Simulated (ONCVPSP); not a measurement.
## What one change does to a pseudopotential (gallium, ONCV)

gallium, optimised norm-conserving Vanderbilt (ONCV), made with ONCVPSP 4.0.1 (PBE, scalar-relativistic). Core [Ne], reference 3s2 3p6 3d10 4s2 4p1. Waves: 3s+4s: rc 1.25 bohr, ncon 4, nbas 7, qcut 10.1 1/bohr, 2 projectors; 3p+4p: rc 1.20 bohr, ncon 4, nbas 9, qcut 14.6 1/bohr, 2 projectors; 3d: rc 1.25 bohr, ncon 3, nbas 8, qcut 11.4 1/bohr, 2 projectors, debl 2.7 Ha. Local part: polynomial inside 0.80 bohr (lpopt 5, dvloc0 6 Ha). Core correction: Teter function, fcfact 3.5, rcfact 1.25.

Change: s: rc 0.96.

Cutoffs: the cutoffs (Ha) at which the residual kinetic energy of the hardest occupied pseudo-wave falls to 1 and 0.1 mHa per electron; they do not see the model core or the augmentation charge, which bear on the density cutoff. Errors are all-electron minus pseudo energies relative to the spin-unpolarised reference configuration.

**Question.** How do hardness, ghosts and transferability respond?

**Answer.** The potential gets harder (58 Ha and 69 Ha → 58 Ha and 122 Ha); of the 3 tests that both files solve, the error grows in 0 and shrinks in 1 by more than 15 % and 0.3 meV (median size 1.4 → 0.3 meV); neither file shows a bound ghost. A smaller radius makes the pseudo-wave follow the all-electron one further in, where it bends more sharply, so more plane waves are needed.

| quantity | base | changed |
| --- | --- | --- |
| cutoff, loose | 58 Ha | 58 Ha |
| cutoff, tight | 69 Ha | 122 Ha |
| loose cutoff by channel | s 25 Ha, p 58 Ha, d 56 Ha | s 48 Ha, p 58 Ha, d 56 Ha |
| bound ghosts | none | none |
| GHOST(+) flags under 300 eV | none | none |
| tests with a reliable result | 3 of 4 | 3 of 4 |
| error for 3s2 3p6 3d10 4s2 4p0, meV [ΔE 5.69 eV] | -0.3 | -0.3 |
| error for 3s2 3p6 3d10 4s1 4p0, meV [ΔE 26.82 eV] | -1.4 | +0.1 |
| error for 3s2 3p6 3d9 4s2 4p2, meV [ΔE 20.31 eV] | +132 | +132 |
| p: phases at 1.22 bohr within 0.05 rad from the reference energy up to (Ha; the scan ends near 5) | to the end of the scan | to the end of the scan |
| d: phases at 1.27 bohr within 0.05 rad from the reference energy up to (Ha; the scan ends near 5) | to the end of the scan | to the end of the scan |
| rms error of d²Exc/dni dnj with the model core, mHa | 0.66 | 0.47 |
